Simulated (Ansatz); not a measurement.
Cost and result for the atomization energy of C3H3FZn, SMILES `[F][Zn][C]1=CC1` (8 atoms, 8 bonds).

Cartesian coordinates in Å:
```
F 2.427 0.456 2.930
Zn 1.377 0.294 1.544
C 0.242 0.109 0.075
C -0.041 0.324 -1.174
C -1.076 -0.450 -0.459
H 0.250 0.761 -2.115
H -1.168 -1.523 -0.629
H -2.012 0.029 -0.171
```

The species carries charge 0 and has multiplicity 1. For Zn the d shell is correlated and the shells below it are frozen. Scalar relativity is left out up to krypton. The structure was optimised at the PBE0-D4/def2-TZVP level. It is one conformer, not always the lowest. Program: Ansatz. All runs use 4 threads of an Intel Xeon Platinum 8375C on a shared host. Times are those of one run each, without the atoms' runs, and a repeat can differ threefold. Electronic energies, without spin–orbit coupling; frozen cores. CCSD(T)/CBS adds CCSD(T) − MP2 in def2-TZVPP to the MP2 limit, and its time is that of the two runs behind it. T1 = 0.015. With those shells the extrapolation isn't a true limit. B3LYP takes the VWN-RPA correlation (the form of Gaussian; ORCA's B3LYP/G). HSE06 is the plane-wave form, built on full-range PBE exchange.

CCSD(T)/CBS is a level of theory with its own doubt, some kJ/mol a heavy atom from the limit and from the frozen cores, so smaller differences don't rank the functionals.

| level | functions | wall time |
| --- | --- | --- |
| BLYP-D4/def2-TZVPP | 230 | 1.3 s |
| PBE0-D4/def2-TZVPP | 230 | 2 s |
| CAM-B3LYP-D4/def2-TZVPP | 230 | 2.2 s |
| HSE06-D4/def2-TZVPP | 230 | 2.2 s |
| r2SCAN-D4/def2-TZVPP (with forces) | 230 | 2.9 s |
| r2SCANh-D4/def2-TZVPP | 230 | 3 s |
| CCSD(T)/def2-SVP | 102 | 3.1 s |
| B3LYP-D4/def2-TZVPP (with forces) | 230 | 3.1 s |
| B2PLYP/def2-TZVPP | 230 | 3.7 s |
| ωB97X-V/def2-TZVPP | 230 | 4.8 s |
| MP2/def2-QZVPP | 418 | 12 s |
| CCSD(T)/def2-TZVPP | 230 | 66 s |
| CCSD(T)/CBS(def2) | – | 78 s |

Problem. What atomization energy does each give, and how far from CCSD(T)/CBS? (Estimate.)

Solution. The calculation gave: 
```
                             level  atomization (kcal/mol)  difference from CCSD(T)/CBS  per bond
                BLYP-D4/def2-TZVPP                   721.9                         -2.5      -0.3
                PBE0-D4/def2-TZVPP                   734.3                          9.9       1.2
           CAM-B3LYP-D4/def2-TZVPP                   726.7                          2.3       0.3
               HSE06-D4/def2-TZVPP                   734.9                         10.5       1.3
r2SCAN-D4/def2-TZVPP (with forces)                   733.3                          8.9       1.1
             r2SCANh-D4/def2-TZVPP                   726.6                          2.2       0.3
                  CCSD(T)/def2-SVP                   691.2                        -33.2      -4.1
 B3LYP-D4/def2-TZVPP (with forces)                   719.4                         -5.0      -0.6
                 B2PLYP/def2-TZVPP                   717.9                         -6.5      -0.8
                ωB97X-V/def2-TZVPP                   729.1                          4.7       0.6
                    MP2/def2-QZVPP                   745.3                         20.9       2.6
                CCSD(T)/def2-TZVPP                   704.8                        -19.6      -2.4
                 CCSD(T)/CBS(def2)                   724.4                          0.0       0.0
```

From PBE to PBE0 (25 % exact exchange), in def2-TZVPP and without D4, the atomization energy moves by −18.4 kcal/mol: exact exchange takes away binding that semilocal exchange gives to molecules. The D4 term adds +5.4 kcal/mol with B3LYP and +2.8 kcal/mol with PBE0; it sums over pairs of atoms, weighted by their polarisabilities, and B3LYP, whose exchange is more repulsive, gets the larger term. At CCSD(T), def2-SVP lies −33.2 kcal/mol from the extrapolated value and def2-TZVPP −19.5 kcal/mol: correlation converges slowly with the basis, and small sets miss more of it in the bonded molecule than in its fragments.
